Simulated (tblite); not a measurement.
C₃H₄F₃O (doublet state).
Z-matrix (Å and degrees, GFN2-xTB geometry), rows numbered from 1:
```
C 
C   1  1.4807
O   2  1.3617  1  118.65
C   2  1.4775  1  120.37  3   165.02
F   4  1.3473  2  111.86  1   175.02
F   4  1.3668  2  114.25  1   -65.32
F   4  1.3459  2  112.90  1    53.97
H   1  1.0954  2  111.54  3   -96.99
H   1  1.0898  2  110.45  3   143.43
H   1  1.0860  2  108.76  3    22.66
H   3  0.9673  2  111.30  1   177.12
```

All values are computed: GFN2-xTB (tblite) harmonic vibrations without scaling, gas phase. Against measured fundamentals such values can be off by several per cent, at times by over 20. One conformer, not necessarily the lowest. Open shells enter through the occupations alone, without spin polarisation, and single modes of such species can be off by tens of per cent.

Harmonic wavenumbers (cm⁻¹): 35.4, 83.7, 124.8, 196.8, 317.3, 359.7, 386.4, 391.2, 492.1, 515.3, 545.7, 731.4, 891.0, 989.7, 1016.3, 1038.9, 1051.1, 1152.4, 1329.6, 1372.3, 1392.5, 1435.3, 1454.6, 2915.7, 3004.8, 3062.5, 3477.3.

A = 3525, B = 2373, C = 1903 MHz; mass 113.021 u (most abundant isotopes); point group C1, symmetry number 1; spin multiplicity 2.

Problem. Zero-point energy?

Solution. ½Σν̃ = 14882 cm⁻¹ = 42.55 kcal/mol.

Problem. What is S at 200 K and 1 bar for an ideal gas of classical rigid rotors and harmonic oscillators?

Solution. Translation 38.13, rotation 26.21, vibration 14.57, spin (R ln 2) 1.38: S = 80.3 cal/(mol K).

Problem. And Cp and H(200 K) − H(0)?

Solution. Cp = 22.91 cal/(mol K), of which vibrations give 14.96 (their classical limit is 27 R = 53.7); H(200 K) − H(0) = 3.12 kcal/mol without the zero-point energy, 1.53 from vibrations.

Problem. Blend soft modes into free rotors: weight 1/[1 + (100 cm⁻¹/ν̃)⁴] for the oscillator and the rest for a rotor with moment μB/(μ + B), μ = h/(8π²ν), B = 10⁻⁴⁴ kg m². What vibrational entropy results?

Solution. 13.14 cal/(mol K) in place of 14.57, which changes −T·S at 200 K by +0.29 kcal/mol.

Problem. Which modes carry the vibrational entropy at 200 K?

Solution. 35.4 cm⁻¹: 4.71; 83.7 cm⁻¹: 3.03; 124.8 cm⁻¹: 2.27; 196.8 cm⁻¹: 1.45; 317.3 cm⁻¹: 0.73; 359.7 cm⁻¹: 0.57 cal/(mol K); the other 21 give 1.81 together.

Hindered rotation and anharmonicity are outside this model. Other conformers, if any are populated, would add a mixing term that is left out. The structure is chiral; the term R ln 2 for an equal mix with its mirror image is left out.
